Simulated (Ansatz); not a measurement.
Reactions of Ge₃H₁₄Si₃ (`[SiH3][SiH2][GeH2][GeH2][SiH2][GeH3]`).

Calculated with Ansatz (gas phase, PBE0-D4/def2-TZVP geometries, no zero-point term in ΔE). CCSD(T)/CBS adds triple-zeta CCSD(T) − MP2 to the extrapolated MP2 energy (def2 sets, frozen cores). This one scheme is used for every species. Functionals use def2-TZVPP. For Ge outer-core shells are correlated without core-valence functions, which leaves a few kJ/mol of doubt a bond. Scalar relativity is left out up to krypton. One conformer a species, not always the lowest.

```json
{"reaction": "`[SiH3][SiH2][GeH2][GeH2][SiH2][GeH3]` + `[SiH3][GeH3]` → `[SiH3][GeH2][GeH2][SiH2][GeH3]` + `[SiH3][SiH2][GeH3]`", "LDA (SPW92) (kJ/mol)": "4", "MP2/CBS(def2) (kJ/mol)": "3"}
{"reaction": "`[SiH3][SiH2][GeH2][GeH2][SiH2][GeH3]` + H₂ → `[GeH3][SiH2][GeH2][GeH3]` + `[SiH3][SiH3]`", "LDA (SPW92) (kJ/mol)": "17", "MP2/CBS(def2) (kJ/mol)": "23"}
{"reaction": "`[SiH3][SiH2][GeH2][GeH2][SiH2][GeH3]` + `[SiH3][GeH2][Cl]` → `Cl[SiH2][GeH3]` + `[SiH3][SiH2][GeH2][GeH2][GeH2][SiH3]`", "LDA (SPW92) (kJ/mol)": "-33", "MP2/CBS(def2) (kJ/mol)": "-40"}
{"reaction": "`[SiH3][SiH2][GeH2][GeH2][SiH2][GeH3]` + `BN` → `BN[SiH2][SiH3]` + `[GeH3][SiH2][GeH2][GeH3]`", "LDA (SPW92) (kJ/mol)": "13", "MP2/CBS(def2) (kJ/mol)": "3"}
```

(1) Give the CCSD(T)/CBS values in the same order. (An estimate is asked.)

Largest T1 diagnostic: 0.013, for `BN[SiH2][SiH3]`.

Answers

(1) Ansatz gave: 3, 16, -35, 3 kJ/mol.
